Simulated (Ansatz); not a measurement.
Input file:

```yaml
crystal:
  periodic: [false, false, false]
  atoms:
    - { symbol: B, position_ang: [0.12238, -0.261077, 0.278096] }
    - { symbol: "N", position_ang: [0.122675, -0.476342, 1.738533] }
    - { symbol: H, position_ang: [-0.711855, -0.695079, 2.265312] }
    - { symbol: H, position_ang: [0.97364, -0.55841, 2.276488] }
    - { symbol: H, position_ang: [1.168142, -0.182696, -0.288082] }
    - { symbol: H, position_ang: [-0.933594, -0.299956, -0.278041] }
    - { symbol: O, position_ang: [-0.202805, 2.317989, 0.575699] }
    - { symbol: C, position_ang: [-1.557283, 2.695864, 0.370678] }
    - { symbol: H, position_ang: [-2.17728, 1.848574, 0.040445] }
    - { symbol: H, position_ang: [-2.008101, 3.143913, 1.268981] }
    - { symbol: H, position_ang: [-1.560438, 3.450471, -0.420099] }
    - { symbol: H, position_ang: [-0.173982, 1.732348, 1.368191] }
basis:
  gaussian: { orbitals: "6-31G*" }
hamiltonian:
  xc: b3lyp
relax:
  f_tol: 0.03
  max_steps: 50
```

Command:

```bash
$ ansatz run input.yaml --threads 1 --pin off --max-ram 2048MiB --backend cpu --events-out ev --progress --plain --runs-dir out
```

Hardware: 1 thread of AMD EPYC 7R43 64-Core Processor (Zen 3), with other jobs on the host.

Question: Roughly how long does this run take, and how much memory?

Answer: 53 s, with a peak of 0.16 GiB, for 17 ionic steps.
